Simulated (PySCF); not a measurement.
## Static response to an electric field

3-bromopyridine, C₅H₄BrN.
Geometry (PBE0-D3(BJ)/def2-SVP, Å), atoms numbered from 1 in this order:
```
atom  x, y, z in Å
Br1    2.4366    0.5054   -0.1398
C2     0.6517   -0.0899   -0.0863
C3    -0.4003    0.8215   -0.0460
C4    -1.6964    0.3152   -0.0078
C5    -1.8771   -1.0674   -0.0113
N6    -0.8672   -1.9324   -0.0494
C7     0.3722   -1.4596   -0.0861
H8    -0.2066    1.8959   -0.0447
H9    -2.5563    0.9876    0.0246
H10   -2.8859   -1.4939    0.0183
H11    1.1914   -2.1862   -0.1173
```

Level: CAM-B3LYP/def2-SVPD (PySCF), static field, nuclei fixed, core orbitals frozen in the response. The polarisability tensor in these axes (au):

```
x   114.75   8.03  -1.96
y     8.03  85.61  -0.04
z    -1.96  -0.04  52.28
```

Problem. What are the eigenvalues, a third of the trace, and Δα (Δα² = ½Σ(αi − αj)² over the three pairs)?

Solution. Principal values 52.21, 83.55 and 116.87 au; mean 84.21 au = 12.48 Å³ = 13.88 × 10⁻⁴⁰ C²·m²/J; Δα = 56.00 au (67 % of the mean).

Problem. What is the dipole moment, and where does it point?

Solution. (-1.14, 1.74, 0.05) D, 2.08 D in size, pointing from the negative to the positive side. Measured along this direction, the outermost atoms are H11 at the negative end and H9 at the positive end.

Problem. Rayleigh depolarisation ratio (linearly polarised light, static tensor)?

Solution. ρ = 3Δα²/(45ᾱ² + 4Δα²) = 9409.4/(319115 + 12545.9) = 0.0284.

Problem. What molar refraction does this α imply?

Solution. Lorentz–Lorenz: R = (4π/3)N_A α = 2.5225 cm³/(mol·Å³) × 12.48 Å³ = 31.5 cm³/mol, in the limit of long wavelengths.

Problem. In TDDFT the mean static polarisability is Σ f/ω² over all singlet excitations (ω in hartree). How much of it do the 10 lowest give? Their energies (eV) and oscillator strengths: 5.00, 0.0047; 5.29, 0.0501; 5.34, 0.0000; 5.86, 0.0001; 5.97, 0.1517; 6.70, 0.0055; 6.91, 0.0002; 6.93, 0.1813; 7.05, 0.2789; 7.18, 0.0257.

Solution. They add up to 12.03 au, 14.3 % of the 84.21 au; the largest single term is 4.16 au, from the state at 7.05 eV. Terms in order: 0.14, 1.33, 0.00, 0.00, 3.15, 0.09, 0.00, 2.80, 4.16, 0.37 au. Higher excitations give the rest. The strengths listed sum to 0.698.

Problem. Give the principal axes and the span of the nuclei along them.

Solution. Largest value along (0.97, 0.25, -0.03), where the nuclei span 5.65 Å; middle along (-0.25, 0.97, 0.01), 4.30 Å; least along (0.03, -0.01, 1.00), 0.00 Å. The response follows the extents in order.

Problem. Refractivity n − 1 of an ideal gas of it at 500 K and 1 atm, from the electronic α?

Solution. N = p/kT = 1.4678 × 10¹⁹ cm⁻³, so n − 1 = 2π × N × 12.48 × 10⁻²⁴ cm³ = 1151 × 10⁻⁶ at long wavelengths.

Isolated species at its PBE0-D3(BJ)/def2-SVP geometry, gas phase. The calculation is non-relativistic, for bromine too.
